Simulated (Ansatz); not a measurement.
Geometry optimisation, Ansatz 0.2.0, UKS PBE-D4/def2-SVP.

Input file:

```yaml
crystal:
  periodic: [false, false, false]
  atoms:
    - { symbol: Si, position_ang: [-0.826103, 0.403931, -0.384762] }
    - { symbol: F, position_ang: [2.083497, 0.067124, -0.967596] }
    - { symbol: H, position_ang: [-0.483532, 0.093011, -1.806245] }
    - { symbol: H, position_ang: [-2.311435, 0.613752, -0.279443] }
    - { symbol: C, position_ang: [-0.237351, -0.901868, 0.82348] }
    - { symbol: H, position_ang: [2.131503, 0.937526, -0.679133] }
    - { symbol: Cl, position_ang: [0.022886, 2.292155, 0.094754] }
    - { symbol: H, position_ang: [-0.721231, -1.872382, 0.588115] }
    - { symbol: H, position_ang: [0.860009, -1.025651, 0.757275] }
    - { symbol: H, position_ang: [-0.518343, -0.607498, 1.853656] }
magnetization:
  spin_polarized: true
basis:
  gaussian: { orbitals: def2-SVP }
hamiltonian:
  xc: pbe
  dispersion: d4
relax:
  f_tol: 0.03
  max_steps: 50
```

Run as:

```bash
$ ansatz run input.yaml --threads 2 --pin off --max-ram 3072MiB --backend cpu --events-out ev --progress --plain --runs-dir out
```

Where does it end, and by what steps?

The run converged. The force dipped under the threshold on the way, but the program's further checks kept it going. After 11 steps the energy has fallen by 0.111 eV; F2 moved furthest, 0.31 Å.

| step | energy less start (eV) | largest force component (eV/Å) | accepted |
| --- | --- | --- | --- |
| 0 | 0.0000 | 1.188 | yes |
| 1 | 0.0197 | 2.400 | no |
| 2 | -0.0593 | 0.192 | yes |
| 3 | -0.0750 | 1.000 | yes |
| 4 | -0.0970 | 0.496 | yes |
| 5 | -0.0761 | 0.700 | no |
| 6 | -0.1065 | 0.096 | yes |
| 7 | -0.1086 | 0.129 | yes |
| 8 | -0.1106 | 0.024 | yes |
| 9 | -0.1103 | 0.087 | no |
| 10 | -0.1108 | 0.036 | yes |
| 11 | -0.1109 | 0.005 | yes |

```xyz
10
Properties=species:S:1:pos:R:3
Si -0.880 0.372 -0.414
F 2.322 0.164 -0.793
H -0.649 0.008 -1.848
H -2.325 0.719 -0.201
C -0.244 -0.911 0.787
H 1.916 0.979 -0.534
Cl 0.180 2.181 -0.063
H -0.737 -1.889 0.609
H 0.846 -1.020 0.621
H -0.429 -0.604 1.835
```

Time of the run: 36 s on 2 threads of Arm Neoverse V1, with other jobs on the host, peak memory 0.18 GiB.
